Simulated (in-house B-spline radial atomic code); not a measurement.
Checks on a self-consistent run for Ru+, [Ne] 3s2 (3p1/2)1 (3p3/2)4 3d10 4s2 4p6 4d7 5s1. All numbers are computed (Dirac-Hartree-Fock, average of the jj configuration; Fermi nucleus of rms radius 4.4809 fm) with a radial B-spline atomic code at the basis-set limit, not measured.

| orbital | q | ε (Eh) | <1/r> | <r²> | small-component weight |
| --- | --- | --- | --- | --- | --- |
| 1s1/2 | 2 | -819.47774 | 45.8819 | 0.00150853 | 0.025853 |
| 2s1/2 | 2 | -121.97856 | 10.527 | 0.0248263 | 0.0053787 |
| 2p1/2 | 2 | -112.39246 | 10.4554 | 0.0188279 | 0.0053409 |
| 2p3/2 | 4 | -107.65734 | 9.92291 | 0.0200946 | 0.0051652 |
| 3s1/2 | 2 | -23.47336 | 3.66814 | 0.180935 | 0.0014935 |
| 3p1/2 | 1 | -19.97918 | 3.55464 | 0.180653 | 0.0014279 |
| 3p3/2 | 4 | -19.00367 | 3.44018 | 0.186297 | 0.0013899 |
| 3d3/2 | 4 | -12.34333 | 3.25606 | 0.168374 | 0.0012671 |
| 3d5/2 | 6 | -12.33516 | 3.22138 | 0.170884 | 0.0012515 |
| 4s1/2 | 2 | -4.05195 | 1.36153 | 1.13685 | 0.00034859 |
| 4p1/2 | 2 | -2.79283 | 1.25986 | 1.34386 | 0.00031285 |
| 4p3/2 | 4 | -2.67672 | 1.21014 | 1.40248 | 0.00028979 |
| 4d3/2 | 2.8 | -0.86454 | 0.915473 | 2.52422 | 0.00017748 |
| 4d5/2 | 4.2 | -0.85201 | 0.90574 | 2.57194 | 0.00017418 |
| 5s1/2 | 1 | -0.52392 | 0.413961 | 10.5246 | 3.8541e-05 |

Electron-electron repulsion V_ee = 1675.4960 hartree.

Task: What total energy follows from the eigenvalues?

Result: The eigenvalues count the repulsion twice, so E = Σqε - V_ee = -2835.571 - 1675.496 = -4511.067 hartree; the run printed -4511.067.

Task: Does the Dirac virial theorem hold?

Result: For a point nucleus E = -2c²Σq·w, with w the small-component weight. Here Σq·w = 0.12011 and c = 137.0360, so the ratio E/(-2c²Σq·w) is 1.000031; the finite nucleus accounts for the departure from 1.

Task: What diamagnetic shielding (Lamb formula) and susceptibility (Langevin formula) do the radii give?

Result: σ = (α²/3)Σq<1/r> = 247.289/(3·137.036²) = 4389.5 ppm, and χ = -0.79199×10⁻⁶·Σq<r²> = -33.36×10⁻⁶ cm³/mol with Σq<r²> = 42.123 bohr². Both are non-relativistic formulas without the paramagnetism of open shells.
